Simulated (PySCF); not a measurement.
Br2Si, SMILES Br[Si]Br (connectivity only; charge and spin as stated), charge -1, multiplicity 2. Atoms are numbered in the order given.

```xyz
3

Si     0.0000     0.0000     1.3027
Br     0.0000     1.8442    -0.2605
Br     0.0000    -1.8442    -0.2605
```
Charge -1, spin multiplicity 2.

Coordinates come from a PBE0-D3(BJ)/def2-SVPD optimisation. The multiplicity is an assumed one; other spin states were not compared. The isomer is the one that the SMILES or the coordinates give; other isomers of the formula were not compared.

All values below come from PBE/def2-TZVPD run with PySCF.

Mulliken values depend strongly on the basis, most of all with diffuse functions as here. ESP charges are fitted to the potential on shells at 1.4 to 2.0 van der Waals radii. Atomic charges (e):

```json
[
 {"atom": "Si1", "ESP fit": "-0.34", "meta-Löwdin": "-0.15", "Mulliken": "-0.24", "Mulliken spin": "0.93"},
 {"atom": "Br2", "ESP fit": "-0.33", "meta-Löwdin": "-0.43", "Mulliken": "-0.38", "Mulliken spin": "0.04"},
 {"atom": "Br3", "ESP fit": "-0.33", "meta-Löwdin": "-0.43", "Mulliken": "-0.38", "Mulliken spin": "0.04"}
]
```
